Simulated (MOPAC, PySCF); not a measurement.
H3BF2Si, SMILES `FB(F)[SiH3]`, neutral singlet in the gas phase. 

Cartesian coordinates (Å):
SMILES: FB(F)[SiH3]
```xyz
7

F      1.9002    -1.0750     0.2396
B      1.1756     0.0361     0.1036
F      1.8478     1.1872     0.1348
Si    -0.8510    -0.0243    -0.0993
H     -1.3481     1.1832    -0.8243
H     -1.2697    -1.2612    -0.8251
H     -1.4547    -0.0460     1.2708
```
Charge 0, multiplicity 1.

All levels are single points at this geometry (PBE-D3(BJ)/def2-TZVP); Pople sets use spherical d functions. Orbital energies aren't observables, and empty levels follow the basis.

```tsv
level	HOMO (eV)	LUMO (eV)	gap (eV)	dipole (D)	vertical IE, Delta-SCF (eV)
PBE-D3(BJ)/def2-TZVP in PySCF	-7.79	-2.21	5.59	0.86	–
B3LYP/6-31G* in PySCF	-8.67	-0.97	7.70	0.67	11.37
PBE/6-31G* in PySCF	-7.47	-1.71	5.76	0.49	10.98
SVWN5/6-31G* in PySCF	-7.57	-1.93	5.64	0.57	11.13
HF/3-21G in PySCF	-12.40	2.65	15.05	1.28	–
AM1 in MOPAC	-11.18	-0.22	10.97	1.55	–
PM3 in MOPAC	-11.83	-0.50	11.33	1.92	–
PM6 in MOPAC	-10.13	-0.66	9.47	2.15	–
PM7 in MOPAC	-10.87	-0.71	10.16	1.39	–
```
